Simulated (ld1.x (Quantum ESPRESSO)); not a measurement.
**Building the ultrasoft potential for H (Z = 1) (LDA (PZ), scalar-relativistic).**

- Element: H (Z = 1)
- Generator: ld1.x (Quantum ESPRESSO) 7.5
- Type: ultrasoft
- Functional: LDA (PZ)
- Relativity: scalar-relativistic
- Frozen core: none
- Valence charge: 1
- Reference configuration: 1s1
- Partial waves: 1s (bound): rcut 0.60, rcutus 0.75 bohr; 1s channel at 2.1 Ry: rcut 0.60, rcutus 0.75 bohr
- Local potential: all-electron potential smoothed inside 0.60 bohr (lloc = -1)
- Core correction: none
- Augmentation charge: PSQ, radius 0.65 bohr

Calculated quality:

* Cutoffs needed: 25 Ry and 50 Ry (the cutoffs (Ry, on a coarse ladder) from which the occupation-weighted sum of valence levels, in a spherical-Bessel basis at the reference potential, stays within 10 and 1 mRy of its value at 400 Ry)
* Ghost test: no extra level below or beside the all-electron valence levels (s, p, d, f tested) (spherical-Bessel basis up to 400 Ry, 20 bohr box)
* Lowest eigenvalue of the overlap operator: 0.99 (s channel)
* Density cutoff estimated by the generator: 378 Ry

Generation and tests took about 0.38 s on one core of a shared server CPU.
